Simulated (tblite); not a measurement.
Species: C₆H₁₂BFO₂.
SMILES with atom numbers: `[BH3-:1][O+:2]([CH2:3][F:4])[CH2:5]/[CH:6]=[CH:7]/[C:8]([CH3:9])=[O:10]` (hydrogens: H11, H12, H13 on B1; H14, H15 on C3; H16, H17 on C5; H18 on C6; H19 on C7; H20, H21, H22 on C9)
Bond orders are those of one Lewis drawing.

Computed with GFN2-xTB (tblite), gas phase: L-BFGS steps from a force-field or distance-geometry start until the largest atomic force falls under 0.01 eV/Å.

Step 104: E = -898.4865 eV
```
atom  x, y, z in Å  |  force x, y, z in eV/Å
B1     -2.8529   -1.5237   -0.0853    0.015  -0.001  -0.010
O2     -1.4983   -0.5169   -0.2764    0.015  -0.013   0.001
C3     -1.8880    0.5598   -1.0591    0.059  -0.018   0.001
F4     -0.8013    1.2588   -1.4956    0.036   0.027   0.004
C5     -0.9531   -0.1484    0.9973   -0.022   0.003  -0.006
C6      0.4286    0.4147    0.9280   -0.022  -0.013   0.012
C7      1.3663    0.1141    0.0339    0.004   0.010   0.009
C8      2.6815    0.7934    0.1069   -0.006   0.000   0.005
C9      3.6785    0.3554   -0.9313   -0.008  -0.002   0.009
O10     2.9215    1.6365    0.9401    0.039  -0.017  -0.001
H11    -3.0884   -1.8827   -1.1859   -0.005   0.014  -0.013
H12    -2.4664   -2.3813    0.6273    0.017  -0.007   0.010
H13    -3.6861   -0.8230    0.3914   -0.001  -0.018   0.006
H14    -2.5266    1.2741   -0.5157   -0.006  -0.028  -0.006
H15    -2.3872    0.1607   -1.9445   -0.087  -0.005  -0.029
H16    -0.9388   -1.0759    1.5798   -0.020   0.016   0.004
H17    -1.6357    0.5534    1.4931    0.009   0.009   0.019
H18     0.6842    1.1225    1.7059   -0.016   0.026   0.016
H19     1.1995   -0.5917   -0.7664    0.006   0.031   0.007
H20     4.5748    0.9672   -0.8690   -0.009  -0.019  -0.016
H21     3.2365    0.4405   -1.9219    0.023  -0.008   0.001
H22     3.9407   -0.6880   -0.7602   -0.021   0.012  -0.022
```

Step 105: E = -898.4874 eV
```
atom  x, y, z in Å  |  force x, y, z in eV/Å
B1     -2.8510   -1.5227   -0.0844    0.017   0.010  -0.005
O2     -1.4942   -0.5201   -0.2737    0.021  -0.006   0.003
C3     -1.8826    0.5537   -1.0610    0.041  -0.029  -0.024
F4     -0.7985    1.2647   -1.4836    0.036   0.026   0.010
C5     -0.9547   -0.1447    1.0003   -0.017  -0.002  -0.005
C6      0.4285    0.4155    0.9317   -0.017  -0.015   0.018
C7      1.3659    0.1169    0.0363   -0.028   0.014   0.010
C8      2.6836    0.7905    0.1102   -0.021   0.001   0.002
C9      3.6735    0.3557   -0.9365   -0.007   0.013   0.013
O10     2.9288    1.6257    0.9497    0.058  -0.014  -0.006
H11    -3.0840   -1.8796   -1.1850   -0.010  -0.008  -0.037
H12    -2.4683   -2.3802    0.6297    0.017  -0.012   0.015
H13    -3.6853   -0.8200    0.3870    0.000  -0.015   0.018
H14    -2.5361    1.2585   -0.5243   -0.011  -0.004  -0.007
H15    -2.3667    0.1510   -1.9540   -0.081  -0.003  -0.014
H16    -0.9446   -1.0690    1.5889   -0.016   0.029  -0.004
H17    -1.6387    0.5612    1.4898    0.025   0.000   0.008
H18     0.6855    1.1192    1.7126   -0.010   0.026   0.026
H19     1.1951   -0.5808   -0.7697    0.006   0.009   0.002
H20     4.5728    0.9629   -0.8748   -0.003  -0.012  -0.013
H21     3.2277    0.4503   -1.9250    0.026  -0.018   0.021
H22     3.9329   -0.6894   -0.7719   -0.026   0.010  -0.031
```

Q: Estimate the geometry and energy of step 106. (The exact step hangs on the optimiser's Hessian estimate; all steps are aligned on step 105, rigid shifts and turns removed.)

A: E = -898.4883 eV, largest force 0.088 eV/Å
```
atom  x, y, z in Å  |  force x, y, z in eV/Å
B1     -2.8481   -1.5221   -0.0845    0.014   0.002   0.003
O2     -1.4901   -0.5234   -0.2716    0.025  -0.003   0.005
C3     -1.8764    0.5483   -1.0630    0.009  -0.016   0.009
F4     -0.7951    1.2678   -1.4758    0.043   0.022   0.003
C5     -0.9566   -0.1425    1.0030   -0.001   0.004  -0.008
C6      0.4270    0.4170    0.9354   -0.001  -0.004   0.020
C7      1.3642    0.1218    0.0382   -0.049   0.017   0.009
C8      2.6845    0.7896    0.1123   -0.026  -0.006  -0.004
C9      3.6689    0.3548   -0.9400   -0.001   0.021   0.019
O10     2.9361    1.6183    0.9561    0.063  -0.006  -0.002
H11    -3.0815   -1.8744   -1.1862   -0.009  -0.026  -0.044
H12    -2.4683   -2.3821    0.6293    0.013  -0.003   0.003
H13    -3.6834   -0.8196    0.3857    0.006  -0.010   0.026
H14    -2.5398    1.2460   -0.5301   -0.014   0.019  -0.004
H15    -2.3538    0.1445   -1.9580   -0.074  -0.018  -0.045
H16    -0.9489   -1.0635    1.5966   -0.013   0.026  -0.007
H17    -1.6419    0.5662    1.4874    0.027  -0.002  -0.001
H18     0.6844    1.1192    1.7174   -0.007   0.019   0.039
H19     1.1898   -0.5682   -0.7731    0.007  -0.015  -0.002
H20     4.5711    0.9573   -0.8796    0.007  -0.001  -0.004
H21     3.2223    0.4557   -1.9272    0.013  -0.022   0.019
H22     3.9254   -0.6916   -0.7798   -0.030   0.004  -0.031
```

The energy changes by -0.0009 eV. The first-order estimate −F·Δx gives -0.0013 eV and the mean of the old and new forces, exact on a quadratic surface, -0.0009 eV. The step makes an angle of 79° with the force vector and moves no atom by more than 0.015 Å.

The cost below is that of the whole relaxation. On one thread, Intel Xeon at 2.50 GHz (x86_64), on a shared host, this took 3.7 s of wall time.
